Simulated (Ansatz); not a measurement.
Match the barriers

Saddle point of GeNH$_{4}$F, singlet (GeNH₄F ([NH2][GeH2][F]) → GeNH₃ ([NH][GeH2]) + HF; bonds formed: F2–H4; bonds broken: Ge1–F2, N3–H4), PBE0-D4/def2-TZVP structure:

```json
{"atom": "Ge1", "x (Å)": "-0.5937", "y (Å)": "-0.2713", "z (Å)": "0.4285"}
{"atom": "F2", "x (Å)": "1.6856", "y (Å)": "-0.5022", "z (Å)": "0.0124"}
{"atom": "N3", "x (Å)": "-0.2604", "y (Å)": "0.5910", "z (Å)": "-1.0371"}
{"atom": "H4", "x (Å)": "1.1593", "y (Å)": "0.0435", "z (Å)": "-0.6769"}
{"atom": "H5", "x (Å)": "-0.7539", "y (Å)": "-1.7882", "z (Å)": "0.3749"}
{"atom": "H6", "x (Å)": "-0.8900", "y (Å)": "0.3301", "z (Å)": "1.8166"}
{"atom": "H7", "x (Å)": "-0.3468", "y (Å)": "1.5973", "z (Å)": "-0.9183"}
```

Ansatz 0.2.0; basis: def2-TZVPP, with def2-QZVPP for the basis limit; cores frozen in the correlated methods. Filled d shells of the heavier atoms are correlated. The def2 sets are not built for correlating such inner shells, so the correlated values are less sure here. Extrapolation: Hartree–Fock as exp(−7.88 √X), correlation as X^−2.97. Four methods, as single points on the PBE0-D4 structures, gave these electronic barriers from the start structure: 237.7, 271.4, 279.3, 344.4 kJ/mol.

(1) The methods were, in alphabetical order, CCSD(T), HF, PBE0-D4, SPW92. Which gave which? (Judge from chemistry; the calculation decides.)

The T1 diagnostic stays at or below 0.019. The restricted Hartree–Fock reference is unstable towards an unrestricted one at one or more of these structures.

## Answers

(1) The calculation gives: SPW92 237.7; PBE0-D4 271.4; CCSD(T) 279.3; HF 344.4 kJ/mol. For comparison, CCSD(T) at an estimated basis limit (MP2 extrapolated from triple and quadruple zeta, plus CCSD(T) − MP2 in triple zeta) gives 275.8 kJ/mol.

Labels in which every atom is bracketed show which atoms are joined, not bond orders.

For scale, one of the runs: CCSD(T)/def2-TZVPP, 166 basis functions, launched by `ansatz run in.yaml --threads 2 --pin off --events-out ev --progress --plain --max-ram 4352MiB`. The run took 56 s on 2 CPU threads of an Arm Neoverse V1 (shared host), with 1.4 GiB of host memory at its peak.
